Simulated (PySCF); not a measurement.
Computed shifts of a molecule CH9FSi3, PySCF with HF/pcSseg-1, GIAO, gas phase, equivalent atoms averaged, in ppm (number of nuclei): ¹³C: 2.3 (1). ²⁹Si: 37.9 (1), -93.6 (2). ¹⁹F: -189.5 (1). ¹H: 3.63 (6), 0.91 (3). References: ¹³C against TMS (σ = 192.6 ppm); ²⁹Si against TMS (σ = 393.8 ppm); ¹⁹F against CFCl3 (σ = 238.5 ppm); ¹H against TMS (σ = 31.99 ppm), references at their B3LYP-D3(BJ)/def2-TZVP geometries, non-relativistic. Geometry: PBE0-D3(BJ)/def2-SVP. The values are those of a single conformer.

Question: Which structure fits?
(A) F[SiH2]C([SiH3])[SiH3]
(B) C[Si](F)([SiH3])[SiH3]
(C) F[C@H]([SiH3])[SiH2][SiH3]
(D) FC[SiH]([SiH3])[SiH3]

Answer: B, C[Si](F)([SiH3])[SiH3]
